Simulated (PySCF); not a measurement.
Species: C6H7FN (doublet state).
Geometry (GFN2-xTB, Å), atoms numbered from 1 in this order:
```xyz
15
C6H7FN angstrom
N      2.9234    0.2715   -0.7048
C      1.9604    0.3199   -0.0911
C      0.7394    0.3640    0.6729
C      0.1466   -1.0538    0.8180
C     -0.7867   -1.1721   -0.3224
C     -1.0323    0.1272   -0.9885
C     -0.3350    1.1561   -0.0959
F     -1.2335    1.6794    0.8107
H      0.9445    0.8371    1.6374
H      0.9216   -1.8277    0.8130
H     -0.3782   -1.1356    1.7804
H     -1.2448   -2.0917   -0.6253
H     -2.0977    0.3623   -1.0840
H     -0.6058    0.1584   -2.0003
H      0.0737    2.0130   -0.6421
```

The hyperfine couplings belong to this conformer and change with its torsions.

As a line formula: `N#C[C@@H]1C[CH]C[C@H]1F` [radical].

Theory: UKS B3LYP, pcH-1 on C F H N, non-relativistic, mean-field spin-orbit, GIAO in PySCF 2.14.0. Geometry: GFN2-xTB, one conformer, isolated molecule. Couplings are sensitive to structure, and on GFN2-xTB geometries they can be far from those on DFT ones. No stability test was run, so a lower SCF solution isn't excluded.

(1) Predict the first-order ENDOR lines of F8, H11, H14, H13, H10, H12, H9 and H15 under fast tumbling at B = 1218.3 mT (Q band).

(2) Which pairs are centred on the nuclear Larmor frequency, and which on half the coupling?

Answers

(1) ν± = |νn ± a/2|, one line for each electron-spin manifold; νn = |g_N| × 7.62259 MHz/T × B.

```tsv
nuclei	isotope	g_N	νn (MHz)	a_iso (MHz)	lower line (MHz)	upper line (MHz)
F8	19F	5.2577	48.83	-0.65	48.50	49.15
H11	1H	5.5857	51.87	143.18	19.72	123.46
H14	1H	5.5857	51.87	136.64	16.45	120.19
H13	1H	5.5857	51.87	93.87	4.94	98.81
H10	1H	5.5857	51.87	82.54	10.60	93.14
H12	1H	5.5857	51.87	-63.86	19.94	83.80
H9	1H	5.5857	51.87	-1.97	50.89	52.86
H15	1H	5.5857	51.87	-1.84	50.95	52.79
```

(2) Centred on νn, since |a| < 2νn: F8, H13, H10, H12, H9 and H15. Centred on |a|/2 and split by 2νn: H11 and H14.

The largest Mulliken spin populations are on C5 (+1.02), C4 (-0.09) and C6 (-0.09). C5 is the only atom above +0.15. The positive populations add up to 1.22 and the negative ones to -0.22, together 2S = 1. The angles at C5 add up to 360.0°, so it is planar; its axial dipolar tensor and the negative coupling of its proton fit spin in a p orbital normal to that plane.
